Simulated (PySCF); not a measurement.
CuH, SMILES [CuH] (connectivity only; charge and spin as stated), neutral, multiplicity 1. Atoms are numbered in the order given.

```xyz
2

Cu     0.0000     0.0000    -0.0495
H      0.0000     0.0000     1.4359
```
Charge 0, spin multiplicity 1.

Geometry: PBE0-D3(BJ)/def2-TZVPD. The multiplicity is an assumed one; other spin states were not compared.

All values below come from PySCF with B3LYP/def2-TZVPD.

Mulliken values depend strongly on the basis, most of all with diffuse functions as here. ESP charges are fitted to the potential on shells at 1.4 to 2.0 van der Waals radii. Atomic charges (e):

```json
[
 {"atom": "Cu1", "Mulliken": "-0.09", "ESP fit": "0.34"},
 {"atom": "H2", "Mulliken": "0.09", "ESP fit": "-0.34"}
]
```
